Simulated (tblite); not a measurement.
Parent: `[NH2:1][SiH2:2][CH2:3][SiH2:4][SiH3:5]` with H–N1–Si2–C3 47° and -176°, N1–Si2–C3–Si4 174°, Si2–C3–Si4–Si5 -63°, CH11NSi3.

Structures optimised with GFN2-xTB, isolated species. One conformer each, not checked by frequencies here.

| coordinate of the parent | value |
| --- | --- |
| N1–Si2 | 1.725 Å |
| Si2–C3 | 1.896 Å |
| C3–Si4 | 1.900 Å |
| Si4–Si5 | 2.305 Å |
| N1–Si2–C3 | 106.1° |
| Si2–C3–Si4 | 115.0° |
| C3–Si4–Si5 | 112.0° |

**Question.** How does the shared frame change in `[CH:1]#[C:2][Si@@H:3]([NH2:4])[CH2:5][SiH2:6][SiH3:7]` with C2–Si3–N4–H -63° and 75°, C2–Si3–C5–Si6 70°, Si3–C5–Si6–Si7 68°, C3H11NSi3? Atoms pair as N1 = N4, Si2 = Si3, C3 = C5, Si4 = Si6, Si5 = Si7 (parent first).

**Answer.** 
| parent | relative | value in the relative | change |
| --- | --- | --- | --- |
| N1–Si2 | N4–Si3 | 1.727 Å | +0.002 |
| Si2–C3 | Si3–C5 | 1.899 Å | +0.003 |
| C3–Si4 | C5–Si6 | 1.902 Å | +0.002 |
| Si4–Si5 | Si6–Si7 | 2.306 Å | +0.001 |
| N1–Si2–C3 | N4–Si3–C5 | 106.9° | +0.8 |
| Si2–C3–Si4 | Si3–C5–Si6 | 114.9° | -0.1 |
| C3–Si4–Si5 | C5–Si6–Si7 | 111.9° | -0.1 |

No shared bond changes by more than 0.004 Å. Bonds of the relative outside the shared frame: C1≡C2 1.202, C2–Si3 1.861 Å. Point group C1 → C1.

**Question.** How does the shared frame change in `[NH2:1][Si@H:2]([CH2:3][SiH3:4])[CH2:5][SiH2:6][SiH3:7]` with H–N1–Si2–C3 73° and -64°, N1–Si2–C3–Si4 178°, N1–Si2–C5–Si6 -53°, Si2–C5–Si6–Si7 68°, C2H15NSi4? Atoms pair as N1 = N1, Si2 = Si2, C3 = C5, Si4 = Si6, Si5 = Si7 (parent first).

**Answer.** 
```tsv
parent	relative	value in the relative	change
N1–Si2	N1–Si2	1.732 Å	+0.007
Si2–C3	Si2–C5	1.896 Å	0.000
C3–Si4	C5–Si6	1.901 Å	+0.001
Si4–Si5	Si6–Si7	2.306 Å	+0.001
N1–Si2–C3	N1–Si2–C5	105.8°	-0.3
Si2–C3–Si4	Si2–C5–Si6	114.8°	-0.2
C3–Si4–Si5	C5–Si6–Si7	113.1°	+1.1
```

Of the parent's bonds, N1–Si2 changes most (+0.007 Å). Bonds of the relative outside the shared frame: Si2–C3 1.910, C3–Si4 1.896 Å. Point group C1 → C1.

The numbers are calculated, not measured.
